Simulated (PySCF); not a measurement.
H₅OSi₂, doublet, at a GFN2-xTB geometry. Base run: B3LYP/6-31G in PySCF.

Geometry (Å):
```xyz
8

Si     1.5438    -0.4342     0.3950
O     -0.0371    -0.0992     0.2360
Si    -1.4357     0.4152    -0.3930
H      1.9074    -1.4040    -0.6284
H      2.2765     0.8237     0.3645
H     -1.2432     1.7900    -0.8537
H     -1.7668    -0.4744    -1.5049
H     -2.3909     0.3243     0.7070
```
Charge 0, spin multiplicity 2.
Orbitals are unrestricted.
All else is at PySCF's defaults.

Each row names what was changed in the base input (with any setting that the change needs).

```
change                                                                                   basis functions      E (Eh)  HOMO (eV)  dipole (D)
---------------------------------------------------------------------------------------  ---------------  ----------  ---------  ----------
base                                                                                                  45  -657.11295      -5.31        0.84
basis = jorge-DZP-DKH; relativity = none                                                              88  -657.11056      -5.49        0.46
basis = x2c-TZVPall; relativity = spin-free X2C                                                      135  -658.60215      -5.56        0.45
basis = x2c-TZVPall; relativity = none                                                               135  -657.16722      -5.56        0.45
basis = jorge-DZP-DKH; relativity = spin-free X2C                                                     88  -658.53584      -5.48        0.46
basis = cc-pVDZ-DK; relativity = none                                                                 75  -657.01297      -5.44        0.48
basis = cc-pVDZ-DK; relativity = spin-free X2C; nucleus = Gaussian (with nucmod='G')                  75  -658.51388      -5.44        0.48
basis = jorge-DZP-DKH; relativity = spin-free X2C; nucleus = Gaussian (with nucmod='G')               88  -658.53546      -5.48        0.46
basis = x2c-TZVPall; relativity = spin-free X2C; nucleus = Gaussian (with nucmod='G')                135  -658.60178      -5.56        0.45
basis = cc-pVDZ-DK; relativity = spin-free X2C                                                        75  -658.51426      -5.44        0.48
```

Total energies compare only within one method and basis.

Open shells are given as the SCF converged; they aren't shown to be the lowest states, and a large step between rows can be another state.

Basis sets contracted for a relativistic Hamiltonian are a mismatch without it, so the rows without relativity aren't non-relativistic limits. No row has spin-orbit coupling; sets with core potentials leave out the core electrons.
